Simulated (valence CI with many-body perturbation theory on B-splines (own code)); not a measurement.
## From CI to CI+MBPT in Sr24+

Computed by valence CI with perturbative core correlation (CI+MBPT): four valence electrons over a frozen Dirac-Fock core [Ne], radial functions for each j: 11 s, 11 p, 9 d, 7 f, 5 g, 2 h, 1 i, with the one-electron correlation potential Σ1, the two-electron term Σ2, the three-electron term Σ3, Breit, model QED; selected CI, second order for the rest (own B-spline code, finite nucleus).

No measured spectrum was set against this ion. As an estimate, levels of excited configurations hold to 0.05 to 0.15 % of their energy, terms of the ground configuration to about 0.5 %.

Each rung adds one term. CI alone is the Dirac-Coulomb CI over the frozen core; QED comes last and gives the full result, which names the levels. Energies are above 3s2 3p2 3P_0 on the same rung, in cm⁻¹.

Names give the largest LS component (configuration and term), which can be under half, so a name can repeat, a term be missing and a line seem to break the LS rules; names also repeat where a configuration has a term twice. Letters in brackets count levels of one name in rising energy.

```tsv
Level	CI alone
3s2 3p2 3P_1	94376
3s2 3p2 3P_2	124325
3s2 3p2 1D_2	242593
3s2 3p2 1S_0	317042
3s 3p3 5S°_2	540002
3s 3p3 3D°_1	652297
3s 3p3 3D°_2	669842
3s 3p3 3D°_3	705855
3s 3p3 3P°_0	772744
3s 3p3 1D°_2	777839
3s 3p3 3P°_1	785601
3s2 3p 3d 3F°_2 [a]	852258
3s2 3p 3d 3F°_2 [b]	890107
3s 3p3 3S°_1	894502
3s2 3p 3d 3F°_3	914663
3s2 3p 3d 3P°_2 [a]	978333
```

Q: What do these energies become with core correlation, Breit and QED?

A: 3s2 3p2 3P_1 93049 (-1327); 3s2 3p2 3P_2 122328 (-1998); 3s2 3p2 1D_2 239262 (-3330); 3s2 3p2 1S_0 313441 (-3601); 3s 3p3 5S°_2 537460 (-2542); 3s 3p3 3D°_1 648698 (-3598); 3s 3p3 3D°_2 666011 (-3831); 3s 3p3 3D°_3 700954 (-4902); 3s 3p3 3P°_0 767912 (-4833); 3s 3p3 1D°_2 772433 (-5406); 3s 3p3 3P°_1 780108 (-5493); 3s2 3p 3d 3F°_2 [a] 846008 (-6250); 3s2 3p 3d 3F°_2 [b] 882973 (-7134); 3s 3p3 3S°_1 884454 (-10048); 3s2 3p 3d 3F°_3 906856 (-7807); 3s2 3p 3d 3P°_2 [a] 967620 (-10713).

Q: How does the ionisation energy move along the ladder, and which term matters most?

A: CI alone 1164.2, + Σ1 1165.0, + Σ2 1164.9, + Σ3 1164.8, + Breit 1164.0, + QED 1164.0 eV. The largest step is Σ1, 0.8 eV, with Breit about as large (-0.8). NIST lists 1165 ± 3 eV (semi-empirical).
